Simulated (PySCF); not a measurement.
Positional isomers: trisilane hydroxy+silyl. Gas-phase values, no solvent. One relaxed conformer stands for each flexible species; it need not be the lowest. Strings in code marks are SMILES.

These are ωB97X-D3(BJ)/def2-TZVP // PBE0-D3(BJ)/def2-TZVP in PySCF values and carry that method's errors. All candidates: neutral, multiplicity 1. Delta-SCF ions had no search for a lower state. Excitations are Tamm–Dancoff values on a coarser integration grid. The basis has no diffuse functions, so Rydberg states are missing or too high.

```json
{
  "vertical ionisation energy (Delta-SCF)": "9.39 eV",
  "S1 excitation (TDA)": "5.50 eV",
  "T1 excitation (TDA)": "4.94 eV"
}
```

Task: Name which member has these values.
A. `O[SiH2][SiH2][SiH2][SiH3]`
B. `O[SiH2][SiH]([SiH3])[SiH3]` (H–O–Si–Si torsion 180°, O–Si–Si–Si torsion -62°)
C. `O[Si@@H]([SiH3])[SiH2][SiH3]` (H–O–Si–Si torsion 56°, Si–Si–Si–Si torsion 172°)
D. `O[Si]([SiH3])([SiH3])[SiH3]` (H–O–Si–Si torsion 60°)

Result: D, `O[Si]([SiH3])([SiH3])[SiH3]` (H–O–Si–Si torsion 60°). The others give `O[SiH2][SiH2][SiH2][SiH3]`: 9.72 eV, 6.49 eV, 5.78 eV; `O[SiH2][SiH]([SiH3])[SiH3]` (H–O–Si–Si torsion 180°, O–Si–Si–Si torsion -62°): 9.78 eV, 6.42 eV, 5.72 eV; `O[Si@@H]([SiH3])[SiH2][SiH3]` (H–O–Si–Si torsion 56°, Si–Si–Si–Si torsion 172°): 9.38 eV, 5.81 eV, 5.10 eV
